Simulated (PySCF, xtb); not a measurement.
trisilane anion (H8Si3), SMILES [SiH3][SiH2][SiH3] (connectivity only; charge and spin as stated), charge -1, multiplicity 2.

Harmonic wavenumbers (cm⁻¹) from GFN2-xTB in xtb at its own minimum, in rising order: 102, 103, 107, 240, 329, 336, 354, 445, 463, 487, 752, 765, 818, 820, 837, 885, 919, 945, 948, 1698, 1723, 1747, 1765, 1924, 1936, 1948, 1956.

Question: What does B3LYP-D3(BJ)/def2-SVPD run with PySCF give at its own minimum? (The exact figures need the calculation; the answer reports its results.)

Answer: 75, 109, 113, 221, 234, 240, 326, 354, 479, 496, 753, 755, 867, 886, 886, 934, 941, 943, 944, 1898, 1929, 2046, 2055, 2088, 2092, 2094, 2099. Paired by order, the mean absolute difference is 84 cm⁻¹ and the zero-point energies are 36.2 and 38.4 kcal/mol.
